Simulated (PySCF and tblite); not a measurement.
The numbers below are computed, except where a source is named.
System: 1-bromo-2-chloro-1,1,2-trifluoroethane, C2HBrClF3, numbered as in [F:1][C@@H:2]([Cl:3])[C:4]([F:5])([F:6])[Br:7].

Motion: rotation about the C2–C4 bond (torsion F1–C2–C4–F5 from 179° to 54°, falling). GFN2-xTB gives an electronic barrier of 2.8 kcal/mol and a reaction energy of 0.1 kcal/mol.

Spin–orbit effects of heavy atoms on shieldings are missing.

Problem. What does CAM-B3LYP/pcSseg-1 + D3(BJ) give on PBE0-D3(BJ)/def2-SVP geometries?

Solution. A barrier of 6.8 kcal/mol, 4.1 above the tight-binding barrier (from unrounded values), a reaction energy of 0.9 kcal/mol and, with GFN2-xTB thermal terms, ΔG‡(298 K) = 7.6 kcal/mol and k = 1.6×10⁷ s⁻¹ (1 equivalent path).

Problem. And the level of the geometries itself, PBE0-D3(BJ)/def2-SVP?

Solution. 6.8 kcal/mol.

Programs: tblite and PySCF.
